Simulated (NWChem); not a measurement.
System: Si$_{2}$NH$_{5}$O; SMILES N1[SiH2]O[SiH2]1

```xyz
9

N      0.0000     0.0000     1.2031
Si     1.2453     0.0000    -0.0404
O      0.0000     0.0000    -1.2158
Si    -1.2453     0.0000    -0.0404
H      0.0000     0.0000     2.2220
H      2.1189     1.2221    -0.1138
H      2.1189    -1.2221    -0.1138
H     -2.1189    -1.2221    -0.1138
H     -2.1189     1.2221    -0.1138
```
Atoms are numbered in this order, from 1.

Results from NWChem. All runs use the structure optimised with PBE-D3(BJ)/def2-SVP. Level: PBE/def2-SVP with SMD (1 M gas to 1 M solution), gas-phase geometry. Reactions with the solvent are ignored.

**Question.** Among these, which solvent gives the highest value of “cavity-dispersion-structure term (kcal/mol)”?
A) chlorobenzene
B) acetone
C) 1-octanol
D) water

**Answer.** D, water. Values: acetone -0.2; chlorobenzene 0.0; 1-octanol 0.8; water 2.9
